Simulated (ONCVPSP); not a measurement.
## magnesium (Mg), ONCV: configuration errors across variants

Mg (Z = 12), optimised norm-conserving Vanderbilt (ONCV), made with ONCVPSP 4.0.1 (LDA (Perdew-Wang 92), scalar-relativistic). Core [He], reference 2s2 2p6 3s1 (charge +1). Waves: 2s+3s: rc 1.10 bohr, ncon 4, nbas 7, qcut 11 1/bohr, 2 projectors; 2p: rc 0.70 bohr, ncon 4, nbas 7, qcut 15.9 1/bohr, 1 projector; d scattering state at 0.46 Ha: rc 0.70 bohr, ncon 3, nbas 7, qcut 13.1 1/bohr, local. Local part: the d channel. Core correction: Teter function fitted to the true core (icmod 2), fcfact 0.3.

All-electron excitation energies from the reference (eV): (1) 2s2 2p6 3s2 -8.068; (2) 2s2 2p6 3s0 15.043; (3) 2s2 2p6 3s1.5 -4.879; (4) 2s1 2p6 3s2 82.852.

1 further variants failed, have other tests or another functional or relativity, and are left out.

Errors AE − PS in meV (a dash: test not solved or not reliable):

```csv
change,(1),(2),(3),(4),bound ghosts,GHOST(+) flags above zero
base,0.0,-0.3,0.0,-122,none,none
p: qcut 12,0.0,-0.4,0.0,-144,none,none
s: qcut 7.6; p: qcut 11; d: qcut 9.1,0.0,-0.4,0.0,-171,none,none
p: nproj 3,0.0,-0.2,0.0,-116,none,none
s: qcut 11.6,0.0,-0.3,0.0,-116,none,none
d: rc 0.68,0.0,-0.3,0.0,-122,none,none
```

Problem. Give the same row for: all radii but the core radius scaled by about 1.09 (s 1.20, p 0.76, d 0.76 bohr).

Solution. 0.0, -0.4, 0.0, -162; bound ghosts: none; GHOST(+) flags above zero: none.
